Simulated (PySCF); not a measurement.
C3H6BrF. Atoms are numbered in the order given.

```xyz
11

C     -2.3264    -0.1070     0.3488
C     -1.1788     0.1313     1.3260
C      0.0819     0.6830     0.6935
F     -0.1810     1.8378     0.0246
Br     0.9013    -0.6068    -0.5747
H     -2.0619    -0.8759    -0.3921
H     -3.2266    -0.4410     0.8859
H     -2.5725     0.8179    -0.1934
H     -1.4795     0.8716     2.0898
H     -0.9133    -0.7914     1.8657
H      0.8780     0.8730     1.4266
```

Coordinates come from a B3LYP-D3(BJ)/def2-SVP optimisation. The structure was generated by enumeration; whether it is a known compound was not checked. The values are those of a single conformer.

Computed with SMD-M06-2X/6-31G* in PySCF.

Solvation free energies are E(SMD) − E(gas) at the gas-phase geometry, for 1 M in both phases. Bromine has the revised SMD18 radius of 2.60 Å. In vacuum the dipole moment is 2.39 D.

Computed solvation free energies in water, tetrahydrofuran, chloroform:
```csv
solvent,ΔG(solv) (kcal/mol),its non-electrostatic (CDS) part,dipole (D)
water,-2.0,2.1,3.19
tetrahydrofuran,-5.3,-2.0,3.03
chloroform,-5.8,-2.9,2.94
```
